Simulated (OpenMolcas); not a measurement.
# V4+: moving the ligands

V4+ with 4 ligands (chloride) in tetrahedral coordination (Td) at 2.21 Å. Ligand basis ANO-RCC-VDZP.
```
V     0.0000    0.0000    0.0000
Cl    1.2759    1.2759    1.2759
Cl    1.2759   -1.2759   -1.2759
Cl   -1.2759    1.2759   -1.2759
Cl   -1.2759   -1.2759    1.2759
```

```
Program             : OpenMolcas 26.06
Method              : CASSCF
Basis               : ANO-RCC-VTZP [6s5p3d2f1g]
Scalar Hamiltonian  : DKH2, point nucleus
Active space        : 1 electron in 5 orbitals (3d)
State averaging     : 2S+1 = 2 even, 5 roots
Spin-orbit coupling : state interaction with AMFI integrals over the reference wave functions
```

Runs around this geometry, states (labels of Td). Energies in cm-1 above the lowest state or level, χT in cm3 K/mol; 10Dq is the gap between the two states; 10Dq is negative for this site.

```csv
R (Å),Ground state,First state of that spin,10Dq,First gap with spin-orbit (degeneracies),χT at 300 K
2.15,2E,2T2 8376,-8376,"8358 (4, 4)",0.375
2.21,2E,2T2 7699,-7699,"7676 (4, 4)",0.375
2.31,2E,2T2 6773,-6773,"6745 (4, 4)",0.375
```

Taking |10Dq| as R^-n, n = -ln(6773 / 8376) / ln(2.31 / 2.15) = 3.0 between the shortest and longest distance. The point-charge formula for a cubic d site gives n = 5.

An orbital doublet at a regular site is open to a Jahn-Teller distortion, which this geometry leaves out. Ligand-to-metal charge-transfer states are missing. With metal d orbitals alone and no dynamic correlation the field as a rule comes out too small, by tens of per cent, by up to half for chloride and softer ligands. The least metal-like active orbital is 78 % on the metal (Löwdin) and no ligand orbital is active, so the numbers are rough (holds for R = 2.15). The least metal-like active orbital is 79 % on the metal (Löwdin) and no ligand orbital is active, so the numbers are rough (holds for R = 2.21). The least metal-like active orbital is 80 % on the metal (Löwdin) and no ligand orbital is active, so the numbers are rough (holds for R = 2.31). No measured value stands beside these numbers; the geometry is a model, was not optimised and need not be the one that this ion takes.
